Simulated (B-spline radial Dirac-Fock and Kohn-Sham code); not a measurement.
## How the levels of ruthenium move as electrons are removed

Model: relaxed Dirac-Fock hole states (ΔSCF) with Breit and QED corrections and a finite nucleus. Program: a B-spline atomic structure program. Each ion is free and in its tabulated ground configuration. The model has no electron correlation.

Reference: Ru¹⁸⁺, [Ar] 3d8, with K 22680.0 eV, L3 3391.1 eV, M1 1086.1 eV, M2 984.4 eV, M3 960.1 eV. Shifts from it, in eV (a dash: the subshell is empty, belongs to an open shell averaged over j, or its hole state is left out as unreliable):

| ion | configuration | K | L3 | M1 | M2 | M3 |
| --- | --- | --- | --- | --- | --- | --- |
| Ru¹⁹⁺ | [Ar] 3d7 | +74.7 | +74.1 | +57.1 | +57.0 | +56.4 |
| Ru²⁰⁺ | [Ar] 3d6 | +151.9 | +150.4 | +115.4 | +115.3 | +114.2 |
| Ru²¹⁺ | [Ar] 3d5 | +231.4 | +228.9 | +174.9 | +175.0 | +173.2 |
| Ru²²⁺ | [Ar] 3d4 | ? | ? | ? | ? | ? |
| Ru²³⁺ | [Ar] 3d3 | +397.7 | +392.4 | +297.6 | +298.1 | +295.1 |
| Ru²⁴⁺ | [Ar] 3d2 | +484.5 | +477.4 | +360.8 | +361.6 | +357.9 |
| Ru²⁵⁺ | [Ar] 3d1 | +573.6 | +564.5 | +425.1 | +426.4 | +422.0 |
| Ru²⁶⁺ | [Ne] 3s2 3p6 | +665.1 | +653.7 | +490.5 | +492.4 | +487.4 |
| Ru²⁷⁺ | [Ne] 3s2 3p5 | +761.2 | – | +549.6 | – | – |

Question: Give the missing shifts for Ru²²⁺.

Answer: K +313.4, L3 +309.5, M1 +235.7, M2 +235.9, M3 +233.5 (eV).

Values without a named source are computed, but for edge energies of neutral atoms, which are taken from tables.
